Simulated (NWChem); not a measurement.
System: trimethylboroxine (C3H9B3O3); SMILES CB1OB(C)OB(C)O1

NWChem input:

```
start job
memory heap 200 mb stack 900 mb global 1100 mb
geometry units angstroms noautosym nocenter noautoz
  C     -2.929113     0.283852    -0.006793
  B     -1.373185     0.128449    -0.016441
  O     -0.781807    -1.115294    -0.011382
  B      0.588296    -1.266611     0.005424
  C      1.222247    -2.695970     0.002873
  O      1.370078    -0.132600     0.016580
  B      0.816116     1.129085     0.011528
  C      1.711838     2.410720     0.005091
  O     -0.557257     1.238788    -0.004943
  H     -3.443433    -0.617336    -0.367918
  H     -3.254568     1.158343    -0.589125
  H     -3.262127     0.458811     1.031587
  H      0.965701    -3.213536    -0.936897
  H      0.792967    -3.309605     0.811070
  H      2.315383    -2.677981     0.104198
  H      1.336862     3.158966     0.720352
  H      2.766574     2.192851     0.219678
  H      1.656936     2.886020    -0.989636
end
basis spherical
  * library sto-3g
end
dft
  xc b3lyp
  iterations 150
end
property
  response 1 0.0773
end
task dft property
```

Output (shortened):

```
             Northwest Computational Chemistry Package (NWChem) 7.3.0
             --------------------------------------------------------

                             Geometry "geometry" -> ""
                             -------------------------

 Output coordinates in angstroms (scale by  1.889725989 to convert to a.u.)

  No.       Tag          Charge          X              Y              Z
 ---- ---------------- ---------- -------------- -------------- --------------
    1 C                    6.0000    -2.92911300     0.28385200    -0.00679300
    2 B                    5.0000    -1.37318500     0.12844900    -0.01644100
    3 O                    8.0000    -0.78180700    -1.11529400    -0.01138200
    4 B                    5.0000     0.58829600    -1.26661100     0.00542400
    5 C                    6.0000     1.22224700    -2.69597000     0.00287300
    6 O                    8.0000     1.37007800    -0.13260000     0.01658000
    7 B                    5.0000     0.81611600     1.12908500     0.01152800
    8 C                    6.0000     1.71183800     2.41072000     0.00509100
    9 O                    8.0000    -0.55725700     1.23878800    -0.00494300
   10 H                    1.0000    -3.44343300    -0.61733600    -0.36791800
   11 H                    1.0000    -3.25456800     1.15834300    -0.58912500
   12 H                    1.0000    -3.26212700     0.45881100     1.03158700
   13 H                    1.0000     0.96570100    -3.21353600    -0.93689700
   14 H                    1.0000     0.79296700    -3.30960500     0.81107000
   15 H                    1.0000     2.31538300    -2.67798100     0.10419800
   16 H                    1.0000     1.33686200     3.15896600     0.72035200
   17 H                    1.0000     2.76657400     2.19285100     0.21967800
   18 H                    1.0000     1.65693600     2.88602000    -0.98963600

 Effective nuclear repulsion energy (a.u.)     414.3060973966

                              NWChem Property Module
                              ----------------------

                                 NWChem DFT Module
                                 -----------------

 Summary of "ao basis" -> "ao basis" (spherical)
 ------------------------------------------------------------------------------
       Tag                 Description            Shells   Functions and Types
 ---------------- ------------------------------  ------  ---------------------
 C                           sto-3g                  3        5   2s1p
 B                           sto-3g                  3        5   2s1p
 O                           sto-3g                  3        5   2s1p
 H                           sto-3g                  1        1   1s

            General Information
            -------------------
          SCF calculation type: DFT
          Wavefunction type:  closed shell.
          No. of atoms     :    18
          No. of electrons :    66
           Alpha electrons :    33
            Beta electrons :    33
          Charge           :     0
          Spin multiplicity:     1
          Use of symmetry is: off; symmetry adaption is: off
          Maximum number of iterations: 150
          AO basis - number of functions:    54
                     number of shells:    36
          Convergence on energy requested:  1.00D-06
          Convergence on density requested:  1.00D-05
          Convergence on gradient requested:  5.00D-04

              XC Information
              --------------
                         B3LYP Method XC Potential
                     Hartree-Fock (Exact) Exchange  0.200
                        Slater Exchange Functional  0.800 local
                    Becke 1988 Exchange Functional  0.720 non-local
              Lee-Yang-Parr Correlation Functional  0.810
                  VWN I RPA Correlation Functional  0.190 local

             Grid Information
             ----------------
          Grid used for XC integration:  medium
          Radial quadrature: Mura-Knowles
          Angular quadrature: Lebedev.
          Tag              B.-S. Rad. Rad. Pts. Rad. Cut. Ang. Pts.
          ---              ---------- --------- --------- ---------
          C                   0.70       49          13.0       434
          B                   0.85       49          11.0       434
          O                   0.60       49          11.0       434
          H                   0.35       45          12.0       434
          Grid pruning is: on
          Number of quadrature shells:   846
          Spatial weights used:  Erf1

      Superposition of Atomic Density Guess
      -------------------------------------

 Sum of atomic energies:        -409.54066714

      Non-variational initial energy
      ------------------------------

 Total energy =    -411.516886
 1-e energy   =   -1389.861336
 2-e energy   =     564.038353
 HOMO         =      -0.215903
 LUMO         =       0.294624

[...]

 DFT Linear Response polarizability / au
 Frequency  =       0.0773000 / au
 Wavelength =     589.4353558 / nm
              X              Y              Z
 -----------------------------------------------
 X      52.2717501      0.0056222     -0.2665016
 Y       0.0056217     53.5172971     -0.0266816
 Z      -0.2665037     -0.0266818     24.0945458
 -----------------------------------------------
 Eigenvalues =      52.2742427     53.5173489     24.0920014
 Isotropic   =      43.2945310
 Anisotropic =      28.8239061
 -----------------------------------------------

 Magnetic Dipole Response Matrix (nonzero elements):
```

Level: B3LYP/STO-3G. STO-3G and 3-21G are far too small for this property and stand as cheap habits. Structure relaxed at the PBE0/def2-SVP level. No frequency run checked for a minimum. B3LYP is NWChem's, with the RPA form of VWN correlation.
